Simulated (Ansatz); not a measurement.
Program: Ansatz. Geometries: PBE0-D4/def2-TZVP. ΔE: electronic, gas phase. CCSD(T)/CBS is the MP2 limit (def2-TZVPP, def2-QZVPP) plus CCSD(T) − MP2 in def2-TZVPP, frozen cores. Functionals use def2-TZVPP. B3LYP here is the variant with VWN-RPA as its local correlation; programs differ in this. Elements past krypton have def2 core potentials. For Sn outer-core shells are correlated without core-valence functions, which leaves a few kJ/mol of doubt a bond. Each species was taken in one conformer, which may not be the lowest.

`[CH3][SnH2][N]=C=O` + `[AlH2][O]P` → `[CH3][SnH2][O][AlH2]` + `O=C=NP`  (redistribution)

CCSD(T)/CBS gives +0.21 eV.

(1) Another level gave +0.26 eV. Which?
A. B3LYP/def2-TZVPP
B. HF/def2-TZVPP
C. PBE/def2-TZVPP
D. CCSD/def2-TZVPP

Largest T1 diagnostic among the species: 0.017.

Answers

(1) D. CCSD/def2-TZVPP 0.26, B3LYP 0.20, PBE 0.13, HF/def2-TZVPP 0.37 eV.

In def2-TZVPP, CCSD(T) changes the Hartree–Fock value by −0.14 eV (the triples alone add −0.03 eV) and MP2 by −0.16 eV. From PBE to PBE0 (25 % exact exchange), in def2-TZVPP and without D4, ΔE moves by +0.06 eV.
